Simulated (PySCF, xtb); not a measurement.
Zn(H)(OH) (H2OZn), SMILES [ZnH][OH].

Harmonic wavenumbers (cm⁻¹) from GFN2-xTB (xtb) at its own minimum, in rising order: 302, 414, 450, 567, 1898, 3760.

Task: What does PBE0-D3(BJ)/def2-TZVP (PySCF) give at its own minimum? (Estimate from the structure and the level; the computed values follow.)

Result: 471, 488, 666, 723, 1984, 3924. Paired by order, the mean absolute difference is 144 cm⁻¹ and the zero-point energies are 10.6 and 11.8 kcal/mol.
